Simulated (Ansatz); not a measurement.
Start from `F[B]([SiH3])[AlH][AsH2]` and change one atom or group to get `F[B]([AlH2])[SiH3]`.

Ansatz, PBE0-D4/def2-TZVP geometries, multiplicity 1. Each molecule was computed in one conformer, which needn't be the lowest.

Scalar relativity is left out up to krypton.

```csv
property,`F[B]([SiH3])[AlH][AsH2]`
HOMO–LUMO gap (PBE0/def2-TZVPP) / eV,4.47
HOMO energy (PBE/def2-TZVPP) / eV,-5.58
HOMO energy (PBE0/def2-TZVPP) / eV,-6.65
HOMO–LUMO gap (PBE/def2-TZVPP) / eV,2.50
LUMO energy (PBE0/def2-TZVPP) / eV,-2.18
HOMO–LUMO gap (ωB97M-V/def2-TZVPP) / eV,8.29
```

What does the change do to each property? (Best estimate.)

Ansatz gave: 
| property | `F[B]([AlH2])[SiH3]` | shift |
| --- | --- | --- |
| HOMO–LUMO gap (PBE0/def2-TZVPP) / eV | 4.75 | 0.28 |
| HOMO energy (PBE/def2-TZVPP) / eV | -5.70 | -0.12 |
| HOMO energy (PBE0/def2-TZVPP) / eV | -6.83 | -0.18 |
| HOMO–LUMO gap (PBE/def2-TZVPP) / eV | 2.68 | 0.18 |
| LUMO energy (PBE0/def2-TZVPP) / eV | -2.08 | 0.10 |
| HOMO–LUMO gap (ωB97M-V/def2-TZVPP) / eV | 8.48 | 0.19 |

With PBE0 the HOMO falls by 0.18 eV and the LUMO rises by 0.10 eV, so the gap widens by about 0.28 eV. PBE moves the HOMO by -0.12 eV and ωB97M-V by -0.25 eV. The zero-point energy changes by -25.2 kJ/mol with -6 modes.
